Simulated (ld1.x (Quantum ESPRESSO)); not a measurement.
## carbon: TM pseudisation with PBEsol, non-relativistic reference atom.

```
Element                 : carbon
Generator               : ld1.x (Quantum ESPRESSO) 7.5
Type                    : norm-conserving Troullier–Martins (Kleinman–Bylander form)
Functional              : PBEsol
Relativity              : non-relativistic
Frozen core             : [He]
Valence charge          : 4
Reference configuration : 2s2 2p0 (charge +2)
Partial waves           : 2s (bound): rc 1.25 bohr; 2p (bound, empty): rc 1.25 bohr
Local potential         : the p channel
Core correction         : none
```

All-electron outer shells of the reference configuration (PBEsol, non-relativistic, ld1.x):

| shell | level (eV) | outermost node (bohr) | outermost maximum (bohr) |
| --- | --- | --- | --- |
| 2s | -40.16 | 0.37 | 1.13 |
| 2p | -31.58 | – | 1.02 |

Question: Estimate the cutoffs (Ry, on a coarse ladder) from which the occupation-weighted sum of valence levels, in a spherical-Bessel basis at the reference potential, stays within 10 and 1 mRy of its value at 400 Ry.

Answer: 35 Ry and 90 Ry. The cutoffs count occupied waves only; the empty 2p level needs 50 Ry at the loose tolerance.

Question: Does the potential have ghost states?

Answer: No extra level below or beside the all-electron valence levels (s, p, d, f tested).

Question: Tests: 2s2 2p2; 2s2 2p1; 2s1 2p0; 2s1 2p2; 2s2 2p1.5; 2s1 2p3; 2s2 2p2.3. Which has the largest error in its energy relative to the reference configuration, and how large is it?

Answer: 2s1 2p3, with +169 meV (all-electron minus pseudo) on -26.40 eV.
